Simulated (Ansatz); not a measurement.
Computed with Ansatz on PBE0-D4/def2-TZVP structures; ΔE is electronic, products minus reactants. CBS: MP2 limit from def2 TZ/QZ plus the TZ coupled-cluster correction, frozen cores. This one scheme is used for every species, atoms too. DFT in def2-TZVPP. No spin–orbit coupling; open shells (•) take unrestricted orbitals. Spin–orbit coupling would lower the free atoms: a little for B, C. One conformer a species, not always the lowest.

`CBCC` → B• + 3 C• + 9 H•  (atomization)

`CBCC`:

```xyz
13

C     1.555    0.489    0.638
B     0.088    0.204    1.079
C    -1.070   -0.232    0.126
C    -0.780   -0.378   -1.361
H     2.143   -0.386    0.956
H     1.999    1.332    1.175
H     1.712    0.612   -0.435
H    -0.176    0.288    2.251
H    -1.889    0.484    0.294
H    -1.485   -1.165    0.537
H    -0.434    0.563   -1.794
H    -1.665   -0.690   -1.922
H     0.001   -1.122   -1.544
```

```tsv
level	ΔE (kcal/mol)	difference from CCSD(T)/CBS
revPBE-D4	1182.4	-3.8
r2SCAN-D4	1193.9	7.7
B97M-V	1194.5	8.3
r2SCAN0-D4	1186.3	0.1
CAM-B3LYP-D4	1197.3	11.1
ωB97X-V	1190.4	4.2
ωB97M-V	1193.2	7.0
B2PLYP	1180.4	-5.8
revPBE	1166.4	-19.8
r2SCANh	1189.5	3.3
BHLYP	1167.5	-18.7
LC-ωPBE	1188.6	2.4
HF/def2-SVP	938.0	-248.2
MP2/def2-SVP	1148.2	-38.0
HF/def2-QZVPP	924.0	-262.2
MP2/CBS(def2)	1193.7	7.5
CCSD(T)/CBS	1186.2	0
```

Largest T1 diagnostic among the species: 0.014.

In def2-TZVPP, CCSD(T) changes the Hartree–Fock value by +240.4 kcal/mol (the triples alone add +11.2 kcal/mol) and MP2 by +247.9 kcal/mol; breaking electron pairs costs correlation energy, which Hartree–Fock lacks. At CCSD(T), def2-SVP lies −41.7 kcal/mol from the extrapolated value and def2-TZVPP −22.6 kcal/mol: correlation converges slowly with the basis, and small sets miss more of it in the bonded molecule than in its fragments.

For atomizations the MP2-based limit and the directly extrapolated one differ by several kJ/mol either way, and by 10 to 25 for some Ge, Se and Sn compounds, so smaller differences from it don't rank the levels.
